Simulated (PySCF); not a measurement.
## Re²⁺: excitation energy

Re²⁺ [Xe] 4f14 5d5 (6S) → Re²⁺ [Xe] 4f14 5d4 6p1 (high-spin determinant), as a difference of total energies. Calculation: PySCF 2.14, in aug-cc-pwCVDZ-PP with ECP60MDF; a scalar-relativistic core potential. Correlated levels: valence: 5s2 5p6 frozen; valence and next inner shell: nothing frozen outside the core potential. The calculations carry no spin-orbit coupling.

```csv
method,excitation energy (eV)
UHF,9.580
LDA,9.353
PBE,9.360
PBE0,9.567
r2SCAN,9.554
MN15,9.472
r2SCANh,9.613
LC-wPBE,9.666
M06-L,9.889
MP2 (valence),9.791
SCS-MP2 (valence),9.651
MP2 (valence and next inner shell),9.680
SCS-MP2 (valence and next inner shell),9.606
```

Q: How much does correlation contribute at MP2 (valence and next inner shell)?

A: 9.680 − (9.580) = 0.100 eV, measured against UHF.

The determinant of the upper state mixes LS terms, which raises its energy above the lowest term, most at the Hartree-Fock and MP2 levels.
